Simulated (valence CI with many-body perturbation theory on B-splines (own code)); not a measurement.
**Er19+: key properties**

Computed by valence CI with perturbative core correlation (CI+MBPT): three valence electrons over a frozen Dirac-Fock core [Kr] 4d10, radial functions for each j: 7 s, 7 p, 7 d, 7 f, 4 g, 2 h, with the one-electron correlation potential Σ1 (screened to all orders), the two-electron term Σ2, the three-electron term Σ3, Breit, model QED; selected single and double excitations, second order for the rest, scaled by the run's own slope (own B-spline code, finite nucleus).

No measured levels were compared; by estimate terms of the open shell hold to a few per cent of their energy, and close levels can change places. The list stops below the first excitations out of the core.

Names give the largest LS component (configuration and term), which can be under half, so a name can repeat, a term be missing and a line seem to break the LS rules; names also repeat where a configuration has a term twice.

Rates and lifetimes use the calculated energies. Strong lines usually hold to 10 to 20 %, long lifetimes can be off by a factor of two.

(1) What is the ground level?

(2) How is the term 4I° of the ground level split?

(3) Name the longest-lived excited levels whose lifetime is computed, and their main decay.

(4) Where does the other parity begin?

(5) How well does LS coupling describe the low levels?

(6) What is the ionisation energy?

Answers

(1) 4f3 4I°_9/2, composition 90 % 4f3 4I° + 9 % 4f3 2H°, g = 0.744.

(2) J = 9/2 at 0, J = 11/2 at 9366, J = 13/2 at 18239, J = 15/2 at 26592 cm⁻¹.

(3) 4f3 4G°_5/2 at 41695 cm⁻¹ lives 380 ms, mostly by M1 to 4f3 4F°_3/2; 4f3 4S°_3/2 at 36466 cm⁻¹ lives 191 ms, mostly by M1 to 4f3 4F°_3/2; 4f3 4F°_7/2 at 36655 cm⁻¹ lives 172 ms, mostly by M1 to 4f3 4I°_9/2. The lifetime of 4f3 4F°_3/2 is too uncertain to give, and may be longer.

(4) At 4f2.5s 4H_7/2, 346060 cm⁻¹.

(5) Among the lowest 20 levels the leading LS term, summed over configurations, holds 77 % on average. For single configurations the figures are 77 % in LS and 69 % in jj coupling. Terms mix most in the J = 3/2 level at 53663 cm⁻¹, where the leading one holds 40 %.

(6) 481.43 eV; NIST lists 486 ± 25 eV (theoretical).
